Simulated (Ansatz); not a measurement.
Reaction (ligand exchange at the Al–S bond): `[SH][AlH][Br]` + HBr → `[Br][AlH][Br]` + H₂S

Isolated molecules relaxed with PBE0-D4/def2-TZVP in Ansatz; ΔE leaves out vibrations. CCSD(T)/CBS is the MP2 limit (def2-TZVPP, def2-QZVPP) plus CCSD(T) − MP2 in def2-TZVPP, frozen cores. This one scheme is used for every species. Functionals use def2-TZVPP. B3LYP here is the variant with VWN-RPA as its local correlation; programs differ in this. For Br outer-core shells are correlated without core-valence functions, which leaves a few kJ/mol of doubt a bond. Scalar relativity is left out up to krypton. One conformer a species, not always the lowest.

`[SH][AlH][Br]`:

```xyz
5

S    -1.149   -0.435   -1.190
Al    0.021   -0.167    0.619
Br    1.869    1.119    0.533
H    -0.330    0.340   -1.922
H    -0.411   -0.857    1.960
```

HBr:

Cartesian coordinates in Å:
```
Br 0.235 0.630 0.227
H -0.235 -0.630 -0.227
```

`[Br][AlH][Br]`:

Z-matrix (Å, degrees):
```
Al
Br 1 2.241
Br 1 2.241 2 118.4
H 1 1.565 2 120.8 3 -180.0
```

H₂S:

```xyz
3

S     0.512   -0.348    0.028
H    -0.372   -0.073   -0.942
H    -0.139    0.421    0.914
```

| level | ΔE (kJ/mol) | difference from CCSD(T)/CBS |
| --- | --- | --- |
| r2SCAN-D4 | -43.3 | 3.1 |
| B97M-V | -41.0 | 5.4 |
| PBE0-D4 | -42.4 | 4.0 |
| B3LYP-D4 | -44.0 | 2.4 |
| BHLYP-D4 | -48.7 | -2.3 |
| PBE0 | -43.1 | 3.3 |
| B3LYP | -45.2 | 1.2 |
| r2SCANh | -44.4 | 2.0 |
| BHLYP | -49.1 | -2.7 |
| LC-ωPBE | -43.9 | 2.5 |
| RPA@PBE/def2-TZVPP | -42.9 | 3.5 |
| HF/def2-SVP | -53.3 | -6.9 |
| CCSD/def2-SVP | -46.1 | 0.3 |
| SCS-MP2/def2-TZVPP | -46.4 | 0.0 |
| CCSD/def2-TZVPP | -46.0 | 0.4 |
| SCS-MP2/def2-QZVPP | -47.5 | -1.1 |
| CCSD(T)/CBS | -46.4 | 0 |

Largest T1 diagnostic among the species: 0.009.

From PBE to PBE0 (25 % exact exchange), in def2-TZVPP and without D4, ΔE moves by −3.4 kJ/mol. Leaving LDA and LC-ωPBE aside and taking each functional with its dispersion term where it has one, the values, not all of them listed here, spread over 10.0 kJ/mol, from BHLYP-D4 to revPBE-D4. In def2-TZVPP, CCSD(T) changes the Hartree–Fock value by +11.4 kJ/mol (the triples alone add +1.9 kJ/mol) and MP2 by +10.0 kJ/mol.
